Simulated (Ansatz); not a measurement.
Reactions of `B1NCO1`.

Gas-phase electronic energies from Ansatz, PBE0-D4/def2-TZVP geometries. CCSD(T)/CBS is the MP2 limit (def2-TZVPP, def2-QZVPP) plus CCSD(T) − MP2 in def2-TZVPP, frozen cores. This one scheme is used for every species, atoms too. No spin–orbit coupling; open shells (•) take unrestricted orbitals. Spin–orbit coupling would lower the free atoms: a little for B, C, O. Each species was taken in one conformer, which may not be the lowest.

| reaction | CCSD(T)/def2-SVP (kcal/mol) | CCSD(T)/CBS(def2) (kcal/mol) |
| --- | --- | --- |
| `B1NCO1` → B• + C• + 4 H• + N• + O• | 730.5 | 769.4 |
| `B1NCO1` → `OB1CN1` | 6.9 | 6.1 |
| `B1NCO1` → `NB1CO1` | -0.5 | -2.3 |
| `B1NCO1` → `OC1BN1` | 45.5 | 44.3 |

Largest T1 diagnostic: 0.014, for `B1NCO1`.
